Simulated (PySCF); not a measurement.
## Correlation energy of Zr⁺ (zirconium, charge +1)

[Kr] 4d3, high-spin 4F determinant (an excited configuration). Computed with PySCF 2.14 in x2c-TZVPPall (8s6p6d2f1g, 79 functions), with the spin-free X2C one-electron Hamiltonian (Gaussian nucleus). Frozen: [Ar] 3d10; 11 electrons correlated.

| level | correlation energy (mhartree) |
| --- | --- |
| CCSD | -244.31 |
| (T) | -5.47 |
| CCSD(T) | -249.78 |

Diagnostics: T1 = 0.0049, D1 = 0.0085, largest double amplitude 0.020.

Cost of the coupled-cluster step: of the order of 9 core-seconds, for 11 correlated electrons.

Iterations:

```
CC2 = 0
CCSD nocc = (np.int64(7), np.int64(4)), nmo = (65, 65)
frozen orbitals [[0, 1, 2, 3, 4, 5, 6, 7, 8, 9, 10, 11, 12, 13], [0, 1, 2, 3, 4, 5, 6, 7, 8, 9, 10, 11, 12, 13]]
max_cycle = 100
direct = 0
conv_tol = 1e-08
conv_tol_normt = 1e-06
diis_space = 8
diis_start_cycle = 0
Init t2, MP2 energy = -0.230015040182854
Init E_corr(UCCSD) = -0.230015040187709
cycle = 1  E_corr(UCCSD) = -0.240907058590307  dE = -0.0108920184  norm(t1,t2) = 0.030203
cycle = 2  E_corr(UCCSD) = -0.243559973586142  dE = -0.002652915  norm(t1,t2) = 0.00819806
cycle = 3  E_corr(UCCSD) = -0.244334170256307  dE = -0.00077419667  norm(t1,t2) = 0.00327868
cycle = 4  E_corr(UCCSD) = -0.244340608127999  dE = -6.43787169e-06  norm(t1,t2) = 0.000804115
cycle = 5  E_corr(UCCSD) = -0.244306800405655  dE = 3.38077223e-05  norm(t1,t2) = 0.000314081
cycle = 6  E_corr(UCCSD) = -0.244310880612047  dE = -4.08020639e-06  norm(t1,t2) = 4.87638e-05
cycle = 7  E_corr(UCCSD) = -0.244311203261492  dE = -3.22649445e-07  norm(t1,t2) = 1.34977e-05
cycle = 8  E_corr(UCCSD) = -0.244311004670771  dE = 1.98590721e-07  norm(t1,t2) = 4.56716e-06
cycle = 9  E_corr(UCCSD) = -0.244311027691395  dE = -2.30206242e-08  norm(t1,t2) = 9.03682e-07
cycle = 10  E_corr(UCCSD) = -0.244311032385248  dE = -4.69385283e-09  norm(t1,t2) = 1.51187e-07
UCCSD converged
E(UCCSD) = -3596.221238060593  E_corr = -0.2443110323852479
UCCSD(T) correction = -0.00546587993726284
```

This basis was not built for core-valence correlation, so the inner-shell part is incomplete.
